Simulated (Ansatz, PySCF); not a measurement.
Gas-phase reaction (SMILES): C=CCB(O)O + [H][H] (H2) → OBO + C=CC; hydrogen cleaves one B-C bond, a model of a ligand-exchange step.

Each molecule is optimised on its own at B3LYP-D3(BJ)/def2-TZVP (Ansatz, an electronic-structure program), one conformer each, not searched for the lowest. Correlated levels leave the core frozen unless marked. Spin-orbit coupling is left out. Non-relativistic. CBS marks a two-point X^-3 extrapolation of the correlation energy; Hartree-Fock from the larger set. The bracket is a focal-point correction in the basis named. Thermal terms are rigid-rotor harmonic-oscillator values from B3LYP-D3(BJ) frequencies (Ansatz or PySCF) at 298.15 K and 1 atm. 1 Eh = 627.5095 kcal/mol.

| species | E, RI-MP2/CBS(aug-cc-pVTZ,aug-cc-pVQZ)+[CCSD(T)-MP2]/aug-cc-pVTZ (Ansatz) (Eh) | E, PBE-D3(BJ)/def2-TZVPD (Ansatz + dftd3) (Eh) | H - E (Eh) |
|---|---|---|---|
| C=CCB(O)O | -293.60804 | -293.68490 | 0.11227 |
| [H][H] (H2) | -1.17524 | -1.16598 | 0.01336 |
| OBO | -177.05063 | -177.08053 | 0.04694 |
| C=CC | -117.74462 | -117.78176 | 0.08449 |

Task: Work out ΔE and ΔH at 298.15 K at the first level, then ΔH at the second.

Result: 
1. ΔE = [(-177.05063) + (-117.74462)] - [(-293.60804) + (-1.17524)] = -0.01197 Eh = -7.5 kcal/mol at RI-MP2/CBS(aug-cc-pVTZ,aug-cc-pVQZ)+[CCSD(T)-MP2]/aug-cc-pVTZ.
2. The terms H - E add up to 0.00580 Eh, so ΔH = (-0.01197 + (0.00580))×627.5095 = -3.9 kcal/mol.
3. At PBE-D3(BJ)/def2-TZVPD the same steps give ΔE = -7.2 and ΔH = -3.5 kcal/mol, a shift of +0.4 from the first level.
4. These values are not checked against measurement here, since the tables used lack a sound gas-phase enthalpy of formation for at least one species.
